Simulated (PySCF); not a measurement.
How methods differ on the ionisation energy of Re⁷³⁺

Re⁷³⁺ 1s2 → Re⁷⁴⁺ 1s1 [1s1/2^1, M_J = 1/2], as a difference of total energies. All numbers are calculated (PySCF 2.14, the two-component X2C-1e Hamiltonian, in an even-tempered Gaussian basis (15 s from 250 bohr⁻², ratio 2.4; 11 p from 320 bohr⁻², ratio 2.4; 3 d from 1000 bohr⁻², ratio 2.6; 3 f from 1500 bohr⁻², ratio 2.6)). Correlated levels: nothing frozen; the 24 highest virtual spinors dropped. "Screened" scales the spin-orbit matrix elements by Boettger's factors to mimic the two-electron term; Breit and QED terms are absent.

```csv
method,ionisation energy (eV)
GHF (screened spin-orbit),81762.7
GMP2 (screened spin-orbit),81764.7
GHF (bare spin-orbit),81762.7
GMP2 (bare spin-orbit),81764.7
```

For this ion Breit and QED terms and the two-electron picture change, all absent here, outweigh the correlation shift from GHF to GMP2.

For comparison: 81556.58 ± 0.2 eV (theoretical estimate listed by NIST; NIST Atomic Spectra Database, ionization energies).
